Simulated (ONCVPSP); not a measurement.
## oxygen (O): one change to an ONCV potential, before and after

* Element: O
* Generator: ONCVPSP 4.0.1
* Type: optimised norm-conserving Vanderbilt (ONCV)
* Functional: PBE
* Relativity: scalar-relativistic
* Frozen core: [He]
* Valence charge: 6
* Reference configuration: 2s2 2p2.5 (charge +1.5)
* Partial waves: 2s: rc 0.65 bohr, ncon 3, nbas 7, qcut 12.1 1/bohr, local; 2p: rc 1.95 bohr, ncon 5, nbas 8, qcut 7.2 1/bohr, 1 projector; d scattering state at 0.02 Ha: rc 1.55 bohr, ncon 4, nbas 7, qcut 5.3 1/bohr, 2 projectors, debl 3.4 Ha
* Local potential: the s channel
* Core correction: none

Change: all radii scaled by about 0.80 (s 0.52, p 1.58, d 1.24 bohr).

Cutoffs: the cutoffs (Ha) at which the residual kinetic energy of the hardest occupied pseudo-wave falls to 1 and 0.1 mHa per electron; they do not see the model core or the augmentation charge, which bear on the density cutoff. Errors are all-electron minus pseudo energies relative to the spin-unpolarised reference configuration.

Q: What does the change do?

A: The potential gets harder (45 Ha and 57 Ha → 493 Ha and 619 Ha); of the 4 tests that both files solve, the error grows in 0 and shrinks in 4 by more than 15 % and 0.3 meV (median size 111.8 → 56.7 meV); neither file shows a bound ghost. A smaller radius makes the pseudo-wave follow the all-electron one further in, where it bends more sharply, so more plane waves are needed. Less of the atom is replaced, so other configurations are described better.

| quantity | base | changed |
| --- | --- | --- |
| cutoff, loose | 45 Ha | 493 Ha |
| cutoff, tight | 57 Ha | 619 Ha |
| loose cutoff by channel | s 45 Ha, p 21 Ha | s 493 Ha, p 27 Ha |
| bound ghosts | none | none |
| GHOST(+) flags under 300 eV | none | none |
| error for 2s2 2p4, meV [ΔE -30.87 eV] | +164 | +81 |
| error for 2s2 2p3, meV [ΔE -14.44 eV] | +36 | +19 |
| error for 2s2 2p2, meV [ΔE 19.14 eV] | +60 | +33 |
| error for 2s1 2p4, meV [ΔE 0.79 eV] | +180 | +132 |
